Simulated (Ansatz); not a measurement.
Worked example: C3H8SSi + CH2F2 → C2H6SSi + C2H4F2

Gas-phase species: C3H8SSi `C=CS[SiH2]C`, singlet; CH2F2 (difluoromethane) `FCF`, singlet; C2H6SSi `C=CS[SiH3]`, singlet; C2H4F2 (1,1-difluoroethane) `CC(F)F`, singlet. The partners trade CH3 for H: Si–CH3 and C–H bonds give way to Si–H and C–CH3.

Shapes, held fixed at every level: PBE0-D4/def2-TZVP. Flexible molecules stand in one conformer, not always the lowest. Programs: Ansatz 0.2.0. The zero-point and thermal change to 298 K, harmonic and unscaled (PBE0-D4/def2-TZVP), is -5.0 kJ/mol.

At CCSD(T)/CBS estimate; 1 Eh = 2625.50 kJ/mol:

```
species  energy (Eh)
C3H8SSi  -805.835004
  CH2F2  -238.826601
C2H6SSi  -766.556364
 C2H4F2  -278.098610
```

Task: Work out ΔH(298 K) of the reaction at this level.

Result: 
1. Products less reactants: (-766.556364) + (-278.098610) − [(-805.835004) + (-238.826601)] = 0.006631 Eh = +17.4 kJ/mol.
2. With the thermal change: +17.4 + (-5.0) = +12.4 kJ/mol.

Other levels give -2.4 (CCSD(T)/def2-SVP) to +15.7 kJ/mol (MP2/def2-TZVPP). No measured value is set beside it here. The CBS estimate extrapolates MP2 from def2-TZVPP and def2-QZVPP and adds CCSD(T) − MP2 in the triple-zeta set, cores frozen. The levels disagree on the sign, so it isn't settled.
